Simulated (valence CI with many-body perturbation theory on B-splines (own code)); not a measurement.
# Energy levels of Ag41+

Computed by relativistic CI+MBPT: four valence electrons over a frozen Dirac-Fock core [He], radial functions for each j: 9 s, 9 p, 8 d, 6 f, 3 g, 1 h, with the one-electron correlation potential Σ1 (screened to all orders), the two-electron term Σ2, the three-electron term Σ3, Breit, model QED; selected single and double excitations, second order for the rest, scaled by the run's own slope (own B-spline code, finite nucleus).

No measured spectrum was set against this ion. As an estimate, large intervals hold to a few tenths of a per cent, small ones and those within an open d or f shell to about a per cent. Among the levels kept, up to 310 cm⁻¹ of a level comes from second order outside the variational space, and about a tenth of that is noise between levels of different J, which matters for small intervals.

Levels 1 to 45 of 51, with energies above the lowest level, (2s^2 2p1/2^2) J=0. "Leading %" is the weight of the configuration and term that name the level; weights of strongly mixed levels are sums over their largest components and can fall short, so below about 35 % the name and the second component can differ from the true leading terms, or belong to a minority configuration. In the jj column 3d3/2^4 stands for four electrons in 3d with j = 3/2.

```
No.  Configuration  Term  J  E (Ry)  Leading %                Leading jj      g  Second component
  1         2s²2p²    ³P  0    0.00         73       2s^2 2p1/2^2 (99 %)           27 % 2s²2p² ¹S
  2         2s²2p²    ³P  1   12.89        100  2s^2 2p1/2 2p3/2 (100 %)  1.488                  
  3         2s²2p²    ¹D  2   13.91         60   2s^2 2p1/2 2p3/2 (99 %)  1.183    40 % 2s²2p² ³P
  4          2s2p³   ⁵S°  2   23.98         43   2s 2p1/2^2 2p3/2 (94 %)  1.636    40 % 2s2p³ ³P°
  5         2s²2p²    ³P  2   27.54         60       2s^2 2p3/2^2 (98 %)  1.289    39 % 2s²2p² ¹D
  6          2s2p³   ³D°  1   27.88         41   2s 2p1/2^2 2p3/2 (96 %)  1.041    22 % 2s2p³ ³P°
  7         2s²2p²    ¹S  0   30.02         72       2s^2 2p3/2^2 (98 %)           27 % 2s²2p² ³P
  8          2s2p³   ³D°  2   36.22         51   2s 2p1/2 2p3/2^2 (95 %)  1.512    42 % 2s2p³ ⁵S°
  9          2s2p³   ³D°  3   38.38        100  2s 2p1/2 2p3/2^2 (100 %)  1.319                  
 10          2s2p³   ³P°  0   40.61        100  2s 2p1/2 2p3/2^2 (100 %)                         
 11          2s2p³   ³D°  1   41.46         38   2s 2p1/2 2p3/2^2 (97 %)  1.281    36 % 2s2p³ ³S°
 12          2s2p³   ¹D°  2   42.20         69   2s 2p1/2 2p3/2^2 (95 %)  1.093    22 % 2s2p³ ³D°
 13          2s2p³   ³P°  1   42.54         44   2s 2p1/2 2p3/2^2 (97 %)  1.399    31 % 2s2p³ ¹P°
 14          2s2p³   ³P°  2   53.74         51         2s 2p3/2^3 (96 %)  1.372    24 % 2s2p³ ¹D°
 15            2p⁴    ³P  2   54.43         71    2p1/2^2 2p3/2^2 (99 %)  1.347       28 % 2p⁴ ¹D
 16            2p⁴    ¹S  0   57.14         57    2p1/2^2 2p3/2^2 (98 %)              42 % 2p⁴ ³P
 17          2s2p³   ¹P°  1   57.25         45         2s 2p3/2^3 (97 %)  1.224    27 % 2s2p³ ³S°
 18            2p⁴    ³P  1   67.89        100     2p1/2 2p3/2^3 (100 %)  1.488                  
 19            2p⁴    ¹D  2   68.99         72      2p1/2 2p3/2^3 (99 %)  1.125       28 % 2p⁴ ³P
 20            2p⁴    ³P  0   83.87         58            2p3/2^4 (98 %)              42 % 2p⁴ ¹S
 21        2s²2p3s   ³P°  0  270.62         99      2s^2 2p1/2 3s (99 %)                         
 22        2s²2p3s   ³P°  1  270.80         68      2s^2 2p1/2 3s (99 %)  1.330  31 % 2s²2p3s ¹P°
 23        2s²2p3p    ³D  1  274.08         72   2s^2 2p1/2 3p1/2 (99 %)  0.658   23 % 2s²2p3p ¹P
 24        2s²2p3p    ³P  0  275.85         70   2s^2 2p1/2 3p1/2 (98 %)          28 % 2s²2p3p ¹S
 25        2s²2p3p    ³P  1  278.50         40   2s^2 2p1/2 3p3/2 (86 %)  1.545   26 % 2s²2p3p ³S
 26        2s²2p3p    ³D  2  278.89         57   2s^2 2p1/2 3p3/2 (98 %)  1.164   27 % 2s²2p3p ¹D
 27        2s2p²3s    ⁵P  1  280.94         51      2s 2p1/2^2 3s (82 %)  2.091   21 % 2s2p²3s ³S
 28        2s²2p3d   ³F°  2  281.82         74   2s^2 2p1/2 3d3/2 (99 %)  0.756  20 % 2s²2p3d ¹D°
 29        2s2p²3s    ³P  0  282.14         74      2s 2p1/2^2 3s (94 %)          24 % 2s2p²3s ¹S
 30        2s²2p3d   ³D°  1  282.92         48   2s^2 2p1/2 3d3/2 (90 %)  0.866  27 % 2s²2p3d ¹P°
 31        2s²2p3d   ³P°  2  283.54         44   2s^2 2p1/2 3d5/2 (93 %)  1.289  33 % 2s²2p3d ³D°
 32        2s²2p3d   ³F°  3  283.77         50   2s^2 2p1/2 3d5/2 (99 %)  1.109  27 % 2s²2p3d ¹F°
 33        2s2p²3p   ⁵D°  0  284.29         56   2s 2p1/2^2 3p1/2 (95 %)         40 % 2s2p²3p ³P°
 34        2s2p²3p   ³P°  1  284.46         28   2s 2p1/2^2 3p1/2 (84 %)  1.435  27 % 2s2p²3p ⁵D°
 35        2s²2p3s   ³P°  2  284.98         92      2s^2 2p3/2 3s (92 %)  1.476                  
 36        2s²2p3s   ¹P°  1  285.31         65      2s^2 2p3/2 3s (95 %)  1.153  31 % 2s²2p3s ³P°
 37        2s2p²3p   ⁵P°  2  288.86         26   2s 2p1/2^2 3p3/2 (93 %)  1.566  26 % 2s2p²3p ³P°
 38        2s²2p3p    ³P  1  289.01         52   2s^2 2p3/2 3p1/2 (95 %)  1.440   22 % 2s²2p3p ³S
 39        2s2p²3p   ³D°  1  289.18         39   2s 2p1/2^2 3p3/2 (94 %)  1.074  18 % 2s2p²3p ¹P°
 40        2s²2p3p    ³D  2  289.21         41   2s^2 2p3/2 3p1/2 (95 %)  1.188   32 % 2s²2p3p ¹D
 41        2s2p²3d    ⁵F  1  291.73         48   2s 2p1/2^2 3d3/2 (95 %)  0.404   31 % 2s2p²3d ³D
 42        2s2p²3s    ⁵P  2  291.85         57  2s 2p1/2 2p3/2 3s (63 %)  1.566    9 % 2s2p²3d ⁵F
 43        2s2p²3s    ⁵P  2  292.08         29   2s 2p1/2^2 3d3/2 (58 %)  1.371   19 % 2s2p²3d ⁵F
 44        2s²2p3p    ³D  3  292.24         85   2s^2 2p3/2 3p3/2 (85 %)  1.341    8 % 2s2p²3s ³D
 45        2s²2p3p    ¹P  1  292.39         47   2s^2 2p3/2 3p3/2 (91 %)  1.383   38 % 2s²2p3p ³S
```

The ionisation energy to 2s²2p ²P°1/2 of the next ion comes out as 6562.9 eV (NIST: 6551 ± 7 eV (semi-empirical)). All 51 levels together are meant to be complete up to 294.89 Ry.
